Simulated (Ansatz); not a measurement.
Stepwise reaction of `OB(F)F` with methanol, as a gas-phase model of exchange steps in deposition or etching. ΔE in kJ/mol.

Program: Ansatz. Geometries: PBE0-D4/def2-TZVP. ΔE: electronic, gas phase. CBS: MP2 limit from def2 TZ/QZ plus the TZ coupled-cluster correction, frozen cores. This one scheme is used for every species. Functionals use def2-TZVPP. B3LYP here is the variant with VWN-RPA as its local correlation; programs differ in this. Each species was taken in one conformer, which may not be the lowest.

```json
{"step": "1", "reaction": "`OB(F)F` + CH₃OH → `COB(O)F` + H–F", "PBE-D4": "12.0", "B3LYP-D4": "12.2", "ωB97M-V": "12.7", "CCSD(T)/CBS": "7.9"}
{"step": "2", "reaction": "`COB(O)F` + CH₃OH → `COB(O)OC` + H–F", "PBE-D4": "15.8", "B3LYP-D4": "16.2", "ωB97M-V": "16.2", "CCSD(T)/CBS": "10.6"}
```

(1) By hand: ΔE of the 2 steps together at CCSD(T)/CBS.

Results:

(1) (7.9) + (10.6) = 18.5 kJ/mol, or 9.2 kJ/mol a step.

In ΔE the steps differ by no more than 2.7 kJ/mol. All are uphill at CCSD(T)/CBS. PBE-D4 differs from CCSD(T)/CBS by 4.1 to 5.2 kJ/mol a step. Isolated molecules leave out the surface, adducts and barriers. Largest T1 diagnostic: 0.012.
